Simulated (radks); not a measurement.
Q: Valence configurations of the gadolinium ion Gd2+ (all share [Xe]). All-electron calculation, Dirac Kohn-Sham, PBE, spin-unpolarised, spherical densities, finite nucleus; open shells fill j = l - 1/2 first; Fermi nuclear charge, rms radius 5.1569 fm. Program: a radial shooting solver on a logarithmic mesh with Libxc functionals. Order these by energy: 4f8; 4f6.5 5d1 6p0.5; 4f7 5d1; 4f5.5 5d1 6s0.5 6p1; 4f7.5 5d0.5; 4f7 6p1; 4f6 5d2; 4f6 5d1 6s1; 4f6.5 5d1 6s0.5; 4f6 5d1 6p1.

A: From the lowest, in eV above it: 4f8 0.000; 4f7.5 5d0.5 1.620; 4f7 5d1 4.307; 4f6.5 5d1 6s0.5 8.641; 4f7 6p1 9.061; 4f6.5 5d1 6p0.5 10.683; 4f6 5d2 13.331; 4f6 5d1 6s1 14.908; 4f6 5d1 6p1 19.220; 4f5.5 5d1 6s0.5 6p1 28.221. NIST lists [Xe] 4f7 5d1 as the ground configuration; this level of theory puts 4f8 lower, by 4.307 eV. The energies are those of spherical spin-averaged densities, not of single terms.
